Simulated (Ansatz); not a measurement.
```yaml
atoms:
  - { symbol: P, position_ang: [0.7800, 0.7800, 0.7800] }
  - { symbol: P, position_ang: [-0.7800, -0.7800, 0.7800] }
  - { symbol: P, position_ang: [-0.7800, 0.7800, -0.7800] }
  - { symbol: P, position_ang: [0.7800, -0.7800, -0.7800] }
```

Basis set: cc-pVDZ (spherical functions). Correlated methods keep 20 orbitals frozen. Charge 0, multiplicity 1.

Computed with Ansatz (development build ahead of 0.2.0); the reference of a correlated method needn't be the lowest determinant of its kind. Restricted open shells among the atoms or ions are ROHF, correlated in semicanonical orbitals with singles.

Q: Give the atomization energy at this shape (free ground-state atoms in the same class of orbitals less the molecule, no zero-point energy) of singlet P4 by RHF-CCSD(T), RHF-CCSD.

A:

| method | atomization energy |
| --- | --- |
| RHF-CCSD(T) | 9.11 eV |
| RHF-CCSD | 8.44 eV |

Caution: large share of triples, a single reference is doubtful; no unrestricted run beside it, a lower state can exist; the reference determinant was not shown to be the lowest.
